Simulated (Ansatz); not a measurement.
Complex (SMILES): F (HF) with N#N (N2), atoms 1 to 2 the first; geometry from B3LYP-D3(BJ)/def2-TZVP, monomers rigid:
```xyz
4

F      0.3830    -0.0965     0.2212
H     -0.2809     0.0249    -0.4159
N     -2.5150     0.4344    -2.5571
N     -1.7349     0.2913    -1.8098
```

The counterpoise-corrected interaction energy at MP2 with Ansatz (an electronic-structure program), in kcal/mol, split into its Hartree-Fock and correlation parts. Cores are frozen. No added dispersion term, no relativity. Functions are those of the species that has most.

| basis | X | functions | Hartree-Fock | MP2 |
|---|---|---|---|---|
| aug-cc-pVDZ | 2 | 78 | -0.73 | -1.98 |
| aug-cc-pVTZ | 3 | 161 | -0.90 | -2.31 |
| aug-cc-pVQZ | 4 | 286 | -0.92 | -2.40 |

Worked estimate of the basis-set limit from each neighbouring pair, with Hartree-Fock from the larger set and the correlation part extrapolated as X^-3.
Correlation parts: X = 2: -1.25, X = 3: -1.41, X = 4: -1.48.
- (2,3): (27·(-1.41) - 8·(-1.25))/19 = -1.48; with Hartree-Fock -0.90 the estimate is -2.38 kcal/mol.
- (3,4): (64·(-1.48) - 27·(-1.41))/37 = -1.53; with Hartree-Fock -0.92 the estimate is -2.45 kcal/mol.
The last two estimates differ by 0.07 kcal/mol; the largest set lies 0.05 from the last. Over the last step Hartree-Fock moves by -0.02 and the correlation part by -0.07.
